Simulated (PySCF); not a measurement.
# Checking a proposed structure

A compound C7H8Cl2Si gives the data below (simulated from a calculation) and was assigned the structure `C[C@H]1[SiH2]C=C1C#CC(Cl)Cl`.

$^{13}$C{$^{1}$H} NMR (computed): δ 141.7 (C), 138.8 (CH, 2C), 136.8 (CH), 133.3 (CH, 2C), 10.7 (CH3).

$^{1}$H NMR (500 MHz, computed): δ 7.88 (m, 2H), 7.75 (m, 1H), 7.72 (m, 2H), 0.77 (s, 3H).

[PySCF 2.14: geometry: GFN2-xTB; shieldings: GIAO PBE0/pcSseg-1; no solvent model; fast rotation and ring inversion assumed for equivalent nuclei; a single conformation; non-relativistic Hamiltonian]

Shifts are taken against calculated references (same method and geometry level): TMS for $^{1}$H (σref 31.72), $^{13}$C (σref 186.93).

Problem. Compare with the shifts computed for the proposed structure, pairing carbons in order of shift.

Solution. Atoms are numbered as in `[CH3:1][C@H:2]1[SiH2:3][CH:4]=[C:5]1[C:6]#[C:7][CH:8]([Cl:9])[Cl:10]`. Each H is labelled by its parent atom.

| atom | computed for proposal | given list | difference |
| --- | --- | --- | --- |
| C5 | 156.9 | 141.7 | +15.2 |
| C4 | 152.0 | 138.8 | +13.2 |
| C6 | 97.6 | 138.8 | -41.2 |
| C7 | 97.5 | 136.8 | -39.3 |
| C8 | 72.5 | 133.3 | -60.8 |
| C2 | 36.0 | 133.3 | -97.3 |
| C1 | 19.5 | 10.7 | +8.8 |

The rms difference is 49.1 ppm and the largest -97.3 ppm at C2 (allylic sp3 CH bonded to Si). The proposal also would give 7 carbon signals, not 5. The carbon types in order of shift don't match either: C, CH, C, C, CH, CH, CH3 for the proposal against C, CH, CH, CH, CH, CH, CH3 in the data. The proposal doesn't fit.

Problem. Which isomer fits?

Solution. SMILES C[Si](Cl)(Cl)c1ccccc1.

Carbon types of the structure: 1 × C, 5 × CH, 1 × CH3, which accounts for all hydrogens. δC 141.7: substituted aromatic carbon. δC 138.8, 136.8, 133.3: aromatic CH; the aromatic region. δC 10.7: methyl carbon bonded to Si; an electropositive neighbour leaves it electron-rich and shielded. δH 0.77: hydrogen on a methyl carbon bonded to Si; an electropositive neighbour shields it, as in TMS itself.

The data come from this structure; uniqueness wasn't tested.

Shifts are as computed. Against solution values, carbons near 30 ppm lie about +3 ppm off and those near 130 ppm about +5 ppm. Of 1211 compounds with measured shifts, 218 miss one by over three times the rms of a fit or turn the order of signals round; such compounds aren't used in these exercises. Multiplicities follow the n + 1 count of equivalent neighbours, as no J values were calculated; m marks all less simple cases, F and P coupling included.
